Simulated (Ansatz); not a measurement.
`O[SiH](S)[GeH3]` → Ge• + 6 H• + O• + S• + Si•  (atomization)

Computed with Ansatz on PBE0-D4/def2-TZVP structures; ΔE is electronic, products minus reactants. CBS: MP2 limit from def2 TZ/QZ plus the TZ coupled-cluster correction, frozen cores. This one scheme is used for every species, atoms too. No spin–orbit coupling; open shells (•) take unrestricted orbitals. Spin–orbit coupling would lower the free atoms: a little for O, S, Si; clearly for Ge. For Ge outer-core shells are correlated without core-valence functions, so the limit isn't a true one: a few kJ/mol of doubt a bond, and 10 to 20 or more in all where bonds break to atoms. Scalar relativity is left out up to krypton. One conformer a species, not always the lowest.

```json
{"species": "`O[SiH](S)[GeH3]`", "HF/def2-TZVPP energy (Eh)": "-2840.32337"}
{"species": "Ge•", "HF/def2-TZVPP energy (Eh)": "-2075.32100"}
{"species": "H•", "HF/def2-TZVPP energy (Eh)": "-0.49981"}
{"species": "O•", "HF/def2-TZVPP energy (Eh)": "-74.81563"}
{"species": "S•", "HF/def2-TZVPP energy (Eh)": "-397.50200"}
{"species": "Si•", "HF/def2-TZVPP energy (Eh)": "-288.85084"}
```

Q: Work out ΔE.

A: ΔE = 6 × (-0.49981) + (-2075.32100) + (-74.81563) + (-397.50200) + (-288.85084) − (-2840.32337) = 0.83504 Eh = +22.72 eV. CCSD(T)/CBS gives +31.95 eV.

Largest T1 diagnostic among the species: 0.012.

The D4 term adds +0.41 eV with B3LYP and +0.21 eV with PBE0; it sums over pairs of atoms, weighted by their polarisabilities, and B3LYP, whose exchange is more repulsive, gets the larger term. In def2-TZVPP, CCSD(T) changes the Hartree–Fock value by +8.33 eV (the triples alone add +0.44 eV) and MP2 by +8.44 eV; breaking electron pairs costs correlation energy, which Hartree–Fock lacks. From PBE to PBE0 (25 % exact exchange), in def2-TZVPP and without D4, ΔE moves by −0.33 eV: exact exchange takes away binding that semilocal exchange gives to molecules.

B3LYP here is the variant with VWN-RPA as its local correlation; programs differ in this.

For atomizations the MP2-based limit and the directly extrapolated one differ by several kJ/mol either way, and by 10 to 25 for some Ge, Se and Sn compounds, so smaller differences from it don't rank the levels.
